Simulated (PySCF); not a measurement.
Al(Cl)(NHMe)(OH) (CH5AlClNO), SMILES [Cl][Al]([NH]C)[OH].

Geometry: PBE-D3(BJ)/def2-SVP. The structure was generated by enumeration; whether it is a known compound was not checked. One conformer was computed; it need not be the lowest.

All values below come from C-PCM-B3LYP/def2-SVP (PySCF).

The values are the electrostatic part of the solvation free energy, E(continuum) − E(gas) at the gas-phase geometry, in a cavity of scaled van der Waals radii (PySCF's table); cavitation and dispersion terms are not included. A continuum can't describe solvent molecules that bind to the metal. In vacuum the orbital gap is 6.01 eV. The dipole moment in vacuum is 0.68 D.

Computed values in water (ε = 78.36), cyclohexanone (ε = 15.62), ethanol (ε = 24.85):
| solvent | ε | ΔG(elec) (kcal/mol) | dipole (D) | gap (eV) |
|---|---|---|---|---|
| water | 78.36 | -6.5 | 0.74 | 6.09 |
| cyclohexanone | 15.62 | -6.1 | 0.73 | 6.08 |
| ethanol | 24.85 | -6.3 | 0.74 | 6.09 |
